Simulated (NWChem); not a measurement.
# C4H5FO; SMILES O=C1CC[C@@H]1F

```xyz
11

O      1.4905     1.2544     0.1047
C      0.4338     0.7217    -0.1018
C     -1.0411     1.1454     0.0450
C     -1.3860    -0.3690     0.1741
C      0.0043    -0.7300    -0.4116
F      0.7162    -1.7476     0.1720
H     -1.2634     1.7962     0.8949
H     -1.4319     1.6098    -0.8675
H     -2.2572    -0.7369    -0.3714
H     -1.4461    -0.6825     1.2199
H     -0.0378    -0.9021    -1.4964
```
Atoms are numbered in this order, from 1.

Results from NWChem. Structure relaxed at the B3LYP/6-31G* (spherical d) level.

For level OLYP/def2-SVP:

| Item | Value |
|---|---|
| highest occupied level (eV) | -5.63 |
| orbital gap (eV) | 3.64 |
| dipole (D) | 3.17 |

Problem. What are these values for level LC-wPBE (HJS exchange hole, range parameter 0.4 per bohr)/def2-SVP?

Solution. The highest occupied level (eV) is -10.07 and the orbital gap (eV) comes out as 11.47. The dipole (D) is 3.51.
